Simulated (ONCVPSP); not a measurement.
**Ranking ONCV potentials for scandium**

All share these settings but for the change named:

* Element: Sc
* Generator: ONCVPSP 4.0.1
* Type: optimised norm-conserving Vanderbilt (ONCV)
* Functional: Wu-Cohen
* Relativity: scalar-relativistic
* Frozen core: [Ne]
* Valence charge: 11
* Reference configuration: 3s2 3p6 3d1 (charge +2)
* Partial waves: 3s: rc 1.35 bohr, ncon 4, nbas 7, qcut 9.7 1/bohr, 2 projectors, debl 3 Ha; 3p: rc 1.70 bohr, ncon 4, nbas 8, qcut 7.5 1/bohr, 2 projectors, debl 0.4 Ha; 3d: rc 2.25 bohr, ncon 4, nbas 9, qcut 6.1 1/bohr, 2 projectors, debl 2.5 Ha
* Local potential: polynomial inside 0.95 bohr (lpopt 5, dvloc0 6 Ha)
* Core correction: Teter function fitted to the true core (icmod 2), fcfact 0.15

In the p channel the program set the typed energies aside and used -1.797, 0.250 Ha.

Cutoff: the first of the cutoffs (Ha) at which the residual kinetic energy of the hardest occupied pseudo-wave falls to 1 and 0.1 mHa per electron; the density cutoff is not measured.

The base gives 30 Ha.

Of 5 variants that were run, those that failed, showed a ghost or another fault, or gave nearly equal values are left out.

A variant can come out equal or close to the base.

Task: Rank these variants from softest to hardest (loose cutoff).
A. all radii but the core radius scaled by about 0.89 (s 1.20, p 1.50, d 2.00 bohr); local potential polynomial inside 0.84 bohr (lpopt 5, dvloc0 6 Ha)
B. all radii but the core radius scaled by about 1.29 (s 1.74, p 2.18, d 2.90 bohr); local potential polynomial inside 1.22 bohr (lpopt 5, dvloc0 6 Ha)
C. all radii but the core radius scaled by about 0.77 (s 1.04, p 1.32, d 1.74 bohr); local potential polynomial inside 0.74 bohr (lpopt 5, dvloc0 6 Ha)

Result: B (25 Ha), A (33 Ha), C (47 Ha).
